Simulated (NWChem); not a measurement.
All runs are NWChem calculations. System: C$_{2}$H$_{4}$ClNSi, charge 0, spin multiplicity 1, at a geometry optimised with B3LYP/def2-SVP. The structure started from a generated list of species. Level: LDA (SVWN5)/def2-TZVP.

Job file:

```
start mol
memory heap 200 mb stack 800 mb global 1000 mb
geometry units angstroms nocenter noautoz noautosym
  N      2.812424    -0.433482    -0.366223
  C      1.930481     0.312519    -0.267830
  C      0.798927     1.221460    -0.161710
  Si    -0.888489     0.421474    -0.546524
  Cl    -1.326755    -1.003550     0.892899
  H      0.760152     1.652288     0.853306
  H      0.934992     2.063502    -0.864046
  H     -1.912297     1.497069    -0.494080
  H     -0.852583    -0.222651    -1.882310
end
basis spherical
  * library def2-tzvp
end
dft
  xc slater vwn_5
  semidirect memsize 60000000 filesize 0
  iterations 100
end
task dft energy
```

NWChem printed:

```
             Northwest Computational Chemistry Package (NWChem) 7.3.0
             --------------------------------------------------------

                                NWChem Input Module
                                -------------------

 Scaling coordinates for geometry "geometry" by  1.889725989
 (inverse scale =  0.529177249)

                             Geometry "geometry" -> ""
                             -------------------------

 Output coordinates in angstroms (scale by  1.889725989 to convert to a.u.)

  No.       Tag          Charge          X              Y              Z
 ---- ---------------- ---------- -------------- -------------- --------------
    1 N                    7.0000     2.81242400    -0.43348200    -0.36622300
    2 C                    6.0000     1.93048100     0.31251900    -0.26783000
    3 C                    6.0000     0.79892700     1.22146000    -0.16171000
    4 Si                  14.0000    -0.88848900     0.42147400    -0.54652400
    5 Cl                  17.0000    -1.32675500    -1.00355000     0.89289900
    6 H                    1.0000     0.76015200     1.65228800     0.85330600
    7 H                    1.0000     0.93499200     2.06350200    -0.86404600
    8 H                    1.0000    -1.91229700     1.49706900    -0.49408000
    9 H                    1.0000    -0.85258300    -0.22265100    -1.88231000

 Effective nuclear repulsion energy (a.u.)     244.7135656715

            Nuclear Dipole moment (a.u.)
            ----------------------------
        X                 Y               Z
 ---------------- ---------------- ----------------
    -0.0000018897    -0.0000113384     0.0000302356


 Summary of "ao basis" -> "" (spherical)
 ------------------------------------------------------------------------------
       Tag                 Description            Shells   Functions and Types
 ---------------- ------------------------------  ------  ---------------------
 *                         def2-tzvp                  on all atoms

                                 NWChem DFT Module
                                 -----------------
[...]
 Vector   27  Occ=2.000000D+00  E=-2.877924D-01
              MO Center=  7.8D-01,  6.0D-03, -8.5D-02, r^2= 4.9D+00
   Bfn.  Coefficient  Atom+Function         Bfn.  Coefficient  Atom+Function
  ----- ------------  ---------------      ----- ------------  ---------------
   145      0.222560  5 Cl px                 7     -0.195320  1 N  py
   148      0.159573  5 Cl px                68      0.151982  3 C  px
     6     -0.146725  1 N  px                10     -0.146333  1 N  py
   108     -0.139868  4 Si px                37     -0.125036  2 C  px
    71      0.125017  3 C  px                 9     -0.121785  1 N  px

 Vector   28  Occ=0.000000D+00  E=-5.368053D-02
              MO Center= -9.3D-01,  3.2D-01, -5.1D-01, r^2= 4.3D+00
   Bfn.  Coefficient  Atom+Function         Bfn.  Coefficient  Atom+Function
  ----- ------------  ---------------      ----- ------------  ---------------
    67      0.657667  3 C  s                112     -0.584888  4 Si py
   113      0.518499  4 Si pz               135     -0.436477  5 Cl s
   111     -0.318578  4 Si px                97      0.304932  4 Si s
   109     -0.278551  4 Si py               150      0.250489  5 Cl pz
   149     -0.219953  5 Cl py               110      0.213306  4 Si pz

 Vector   29  Occ=0.000000D+00  E=-3.707174D-02
              MO Center=  4.5D-01,  3.8D-01, -3.4D-01, r^2= 6.1D+00
   Bfn.  Coefficient  Atom+Function         Bfn.  Coefficient  Atom+Function
  ----- ------------  ---------------      ----- ------------  ---------------
    98     -0.836819  4 Si s                 67      0.795649  3 C  s
   111     -0.711891  4 Si px               113     -0.474982  4 Si pz
    74     -0.363802  3 C  px               176      0.318645  7 H  s
   112     -0.307967  4 Si py                75     -0.277786  3 C  py
    13      0.269979  1 N  py                43     -0.242707  2 C  px

 Vector   30  Occ=0.000000D+00  E=-3.259361D-02
              MO Center=  6.8D-01,  5.5D-01, -2.5D-01, r^2= 5.9D+00
   Bfn.  Coefficient  Atom+Function         Bfn.  Coefficient  Atom+Function
  ----- ------------  ---------------      ----- ------------  ---------------
    67      1.325352  3 C  s                170     -0.975303  6 H  s
    36     -0.713698  2 C  s                182     -0.619279  8 H  s
   188     -0.508815  9 H  s                  5      0.478750  1 N  s
    98      0.473371  4 Si s                111     -0.401203  4 Si px
   113     -0.387333  4 Si pz                76      0.341281  3 C  pz

 center of mass
 --------------
 x =  -0.00350892 y =  -0.10682598 z =   0.05841351

 moments of inertia (a.u.)
 ------------------
         412.106850579221        -137.367632431896         169.995365336301
        -137.367632431896        1061.155271272260         140.864775620307
         169.995365336301         140.864775620307        1155.498743368109

     Multipole analysis of the density
     ---------------------------------

     L   x y z        total         alpha         beta         nuclear
     -   - - -        -----         -----         ----         -------
     0   0 0 0     -0.000000    -27.000000    -27.000000     54.000000

     1   1 0 0     -1.084848     -0.542423     -0.542423     -0.000002
     1   0 1 0      1.298055      0.649033      0.649033     -0.000011
     1   0 0 1     -0.176002     -0.088016     -0.088016      0.000030

     2   2 0 0    -41.779889   -250.099931   -250.099931    458.419973
     2   1 1 0      2.837546    -32.230759    -32.230759     67.299065
     2   1 0 1      1.753194     40.225930     40.225930    -78.698666
     2   0 2 0    -31.130143    -86.521953    -86.521953    141.913762
     2   0 1 1     -0.583445     34.932763     34.932763    -70.448970
     2   0 0 2    -32.113344    -59.843725    -59.843725     87.574107

 Task  times  cpu:       75.9s     wall:       75.9s

 Total times  cpu:       76.0s     wall:       76.0s
```
